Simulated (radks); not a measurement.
Valence configurations of Al I (all share [Ne]). All-electron calculation, scalar-relativistic Kohn-Sham, r2SCAN, spin-unpolarised, spherical densities, finite nucleus; meta-GGA in the generalised Kohn-Sham scheme; Fermi nuclear charge, rms radius 3.061 fm. Program: a radial shooting solver on a logarithmic mesh with Libxc functionals. Energies are relative to 3s2 3p1; eigenvalues in eV.

\begin{tabular}{lrrr}
valence & E (eV) & e(3p) & e(3s) \\ \hline
3s2 3p1 & 0.000 & -2.655 & -7.976 \\
3s1.5 3p1.5 & 2.675 & -3.017 & -8.393 \\
3s1 3p2 & 5.373 & -3.344 & -8.761 \\
3s0.5 3p2.5 & 8.090 & -3.638 & -9.088 \\
3p3 & 10.821 & -3.906 & - \\
\end{tabular}

NIST lists [Ne] 3s2 3p1 as the ground configuration; this level of theory agrees among the configurations tried. The energies are those of spherical spin-averaged densities, not of single terms.
